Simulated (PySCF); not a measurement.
CrO2F2, SMILES [O]=[Cr](=[O])([F])[F], multiplicity 1.

The structure is a stationary point at B3LYP-D3(BJ)/def2-SVP. The multiplicity is an assumed one; other spin states were not compared. The isomer is the one that the SMILES or the coordinates give; other isomers of the formula were not compared.

Computed with TDDFT-PBE/def2-SVPD (PySCF 2.14.0).

Vertical excitations.  State labels are in the subgroup C2v.

```tsv
state	symmetry	energy (eV)	λ (nm)	f	main pairs
S1	B2	3.27	379	0.004	HOMO→LUMO 95 %
S2	B1	3.53	351	0.000	HOMO→LUMO+1 98 %
S3	A2	4.19	296	0.000	HOMO−1→LUMO 75 %, HOMO→LUMO+2 25 %
S4	A2	4.25	292	0.000	HOMO→LUMO+2 75 %, HOMO−1→LUMO 24 %
S5	B1	4.31	287	0.005	HOMO−2→LUMO 95 %
S6	A1	4.67	265	0.000	HOMO−3→LUMO 54 %, HOMO−1→LUMO+1 46 %
S7	B2	4.81	258	0.001	HOMO−2→LUMO+1 72 %
S8	A1	4.98	249	0.005	HOMO−2→LUMO+2 35 %, HOMO−1→LUMO+1 32 %, HOMO−3→LUMO 30 %
S9	B2	5.01	248	0.001	HOMO−4→LUMO 90 %
S10	A2	5.04	246	0.000	HOMO−3→LUMO+1 98 %
T1	B2	2.71	458	0	HOMO→LUMO 98 %
T2	B1	3.13	396	0	HOMO→LUMO+1 97 %
T3	A1	3.86	321	0	HOMO−1→LUMO+1 64 %, HOMO−3→LUMO 24 %
T4	A2	3.86	321	0	HOMO−1→LUMO 79 %, HOMO→LUMO+2 17 %
```
Triplets are in the Tamm–Dancoff approximation, which puts them higher than full response would, so one can lie above its singlet here.
